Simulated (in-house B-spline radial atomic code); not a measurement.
The numbers below are computed, except where a source is named.
**C6 from the polarisability at imaginary frequency: Au⁺**

B97-1 linear response of the closed shell [Xe] 4f14 5d10, from an all-electron radial atomic-structure program (B-spline basis); scalar-relativistic (spin-free one-electron X2C), finite nucleus, no spin-orbit coupling; shells from n = 3 respond.

The dispersion coefficient of two like species is C6 = (3/π) ∫ α(iu)² du from 0 to ∞.

```tsv
u (hartree)	α(iu) (bohr³)
0	13.78
0.0849	13.41
0.198	12.12
0.339	10.23
0.566	7.819
0.849	5.843
1.27	4.056
1.98	2.474
2.83	1.559
4.24	0.8783
7.07	0.4089
14.1	0.1433
```

(1) Fit one oscillator, α(iu) = α(0)/(1 + u²/ω²), through u = 1.27 and estimate C6.

(2) How does that compare with the full integral?

Results:

(1) From α(0)/α(iu) − 1 = 13.78/4.056 − 1 = 2.3974, ω = u/√2.3974 = 0.8202 hartree (22.3 eV). London's formula gives C6 = (3/4) α(0)² ω = 0.75 × 13.78² × 0.8202 = 116.8 hartree·bohr⁶, and the oscillator holds f = α(0) ω² = 9.27 electrons, of a sum of oscillator strengths of 71.6.

(2) The program's quadrature over all excitations gives C6 = 102.8, so the single oscillator is off by +13.7 %. At the last point the fit gives α = 0.0465 against 0.143: higher excitations, and deeper shells where there are any, keep the true curve higher at large u.
